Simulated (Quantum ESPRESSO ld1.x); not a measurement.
Charge is removed step by step from the 6s1/2 level of the erbium ion Er+, starting from [Xe] 4f12 6s1. All-electron calculation, Dirac Kohn-Sham, revPBE, spin-unpolarised, spherical densities, point nucleus; open shells fill j = l - 1/2 first. Program: ld1.x of Quantum ESPRESSO 7.5.

removed (e)	E - E(0) (eV)	eigenvalue (eV)	E minus straight line (eV)
0	0.000	-8.925	0.000
0.2	1.895	-10.034	-0.469
0.4	4.016	-11.179	-0.714
0.6	6.370	-12.375	-0.724
0.8	8.970	-13.635	-0.490
1	11.825	-14.870	0.000

Removing the whole electron costs 11.825 eV by Delta-SCF, against 8.925 eV from minus the eigenvalue at the starting occupation. Integrating minus the eigenvalue over the occupation (Janak's theorem) gives 11.824 eV. The mean slope of the eigenvalue, de/dn, is 5.95 eV per electron. Ionisation energy of Er+ in the NIST Atomic Spectra Database: 11.92 eV (semi-empirical).

Beside tabulated values, note that spin-unpolarised runs miss the spin-polarisation part of the exchange energy of open shells.
